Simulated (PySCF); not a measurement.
C4H12O4Si2, SMILES C[Si](C)(O)/C=C/[Si](O)(O)O, GFN2-xTB optimised geometry.

```
22

Si    -0.60     1.59    -0.21
O     -0.64     2.21    -1.72
O     -2.12     1.65     0.37
O      0.35     2.56     0.68
C      0.05    -0.18    -0.19
C     -0.68    -1.27     0.00
Si     0.00    -3.04     0.00
C     -0.45    -3.96    -1.60
C     -0.69    -3.94     1.53
O      1.63    -3.04     0.00
H     -1.33     1.93    -2.31
H     -2.25     1.57     1.31
H      1.05     3.04     0.24
H      1.12    -0.32    -0.37
H     -1.74    -1.14     0.16
H     -0.04    -3.45    -2.47
H     -1.52    -4.03    -1.73
H     -0.05    -4.97    -1.59
H     -0.45    -3.42     2.45
H     -1.77    -4.04     1.49
H     -0.28    -4.95     1.61
H      2.12    -2.60     0.69
```

Density from PBE0/def2-SVP (PySCF 2.14.0) at that geometry.

Minimum of the electron density along straight lines between bonded atoms, close to the bond critical point (lines longer than 1.1 times the sum of covalent radii, or with two minima, are not listed):

```
bond     length / Å  ρ at the minimum / e bohr⁻³  ∇²ρ there / e bohr⁻⁵  position (fraction from the first atom)
-------  ----------  ---------------------------  --------------------  ---------------------------------------
Si1–O2        1.630                        0.130                  1.07                                     0.41
Si1–O3        1.629                        0.130                  1.08                                     0.41
Si1–O4        1.630                        0.130                  1.07                                     0.41
Si1–C5        1.886                        0.116                  0.34                                     0.38
C5–C6         1.333                        0.335                 -0.87                                     0.50
C6–Si7        1.891                        0.113                  0.33                                     0.62
Si7–C8        1.900                        0.113                  0.32                                     0.38
Si7–C9        1.908                        0.110                  0.31                                     0.38
Si7–O10       1.639                        0.126                  1.04                                     0.41
O2–H11        0.952                        0.357                 -2.49                                     0.82
O3–H12        0.952                        0.357                 -2.49                                     0.82
O4–H13        0.952                        0.356                 -2.48                                     0.82
C5–H14        1.085                        0.277                 -1.02                                     0.63
C6–H15        1.084                        0.278                 -1.03                                     0.63
C8–H16        1.085                        0.272                 -0.98                                     0.63
C8–H17        1.085                        0.272                 -0.97                                     0.62
C9–H19        1.087                        0.270                 -0.96                                     0.62
C9–H20        1.085                        0.271                 -0.96                                     0.62
C9–H21        1.086                        0.271                 -0.96                                     0.62
O10–H22       0.953                        0.357                 -2.41                                     0.82
```
